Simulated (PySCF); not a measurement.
**Excitation energy of Rh by level of theory**

Rh [Kr] 4d8 5s1 (4F) → Rh [Kr] 4d9 (2D), as a difference of total energies. Computed with PySCF 2.14 in def2-TZVPPD with the def2 core potential (28 electrons) (6s4p3d2f1g, 56 functions), with a scalar-relativistic core potential. Correlated levels: valence: 4s2 4p6 frozen. The calculations carry no spin-orbit coupling.

```tsv
method	excitation energy (eV)	error (eV)
UHF	1.683	+1.341
MP2 (valence)	0.411	+0.069
SCS-MP2 (valence)	0.339	-0.003
CCSD (valence)	0.724	+0.382
CCSD(T) (valence)	0.608	+0.266
```

Reference: 0.342 eV (measured; NIST levels, between the centres of gravity of the two terms).

Errors of the correlated levels include the incompleteness of this basis and the frozen core.

The coupled-cluster amplitudes are large for the upper state (T1 above 0.03 or a double amplitude above 0.15), so a single reference is strained.
